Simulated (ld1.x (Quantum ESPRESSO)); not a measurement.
## What one change does to a pseudopotential (Tm (Z = 69), PAW)

ld1.x (Quantum ESPRESSO) 7.5 input, shortened:

```
&input
   title='Tm', zed=69., rel=1, dft='PZ', iswitch=3,
   config='[Xe] 4f12 5d1 5f-2 6s1.5 6p0.5'
 /
 &inputp
   pseudotype=3, lpaw=.true., tm=.true., lloc=-1, rcloc=2.95,
   nlcc=.true., new_core_ps=.true., rcore=0.70,
   which_augfun='PSQ', rmatch_augfun_nc=.true.
 /
8
5S  1  0   2.00   0.00  1.55  1.60  0.0
6S  2  0   1.50   0.00  1.55  1.60  0.0
5P  2  1   6.00   0.00  2.30  3.00  0.0
6P  3  1   0.50   0.00  2.30  3.00  0.0
5D  3  2   1.00   0.00  1.95  2.70  0.0
5D  3  2   0.00   1.20  1.95  2.70  0.0
5F  4  3  -2.00   0.45  2.30  2.40  0.0
5F  4  3  -2.00   1.15  2.30  2.40  0.0
 &test
   configts(1)='5s2 5p6 5d1 6s1.5 6p0.5'
 /
```

Change: reference 5s2 5p6 5d1 6s1 6p0.

Cutoffs: the cutoffs (Ry, on a coarse ladder) from which the occupation-weighted sum of valence levels, in a spherical-Bessel basis at the reference potential, stays within 10 and 1 mRy of its value at 400 Ry; they do not see the model core or the augmentation charge, which bear on the density cutoff. Errors are all-electron minus pseudo energies relative to the spin-unpolarised reference configuration. Spin-polarised tests are left out, since the open f shell is frozen unpolarised in the core.

Q: What does the change do?

A: The potential gets neither clearly harder nor softer (18 Ry and 25 Ry → 18 Ry and 25 Ry); the bound ghost in f disappears.

```tsv
quantity	base	changed
cutoff, loose	18 Ry	18 Ry
cutoff, tight	25 Ry	25 Ry
bound ghosts	f	none
largest error over its own tests, meV	-246	-228
s: phases at 3.27 bohr within 0.05 rad from the reference energy up to (Ry; the scan ends near 5)	3.1	2.7
p: phases at 3.27 bohr within 0.05 rad from the reference energy up to (Ry; the scan ends near 5)	3.0	2.6
d: phases at 3.27 bohr within 0.05 rad from the reference energy up to (Ry; the scan ends near 5)	to the end of the scan	to the end of the scan
f: phases at 3.27 bohr within 0.05 rad from the reference energy up to (Ry; the scan ends near 5)	n/a	n/a
lowest overlap eigenvalue by channel	s 0.41, p 0.81, d 0.40, f 0.98	s 0.41, p 0.80, d 0.27, f 1.00
```

 A true bound ghost makes a file unfit for plane-wave use even where its test errors are small: the radial tests pick states by their node count and pass the ghost by.
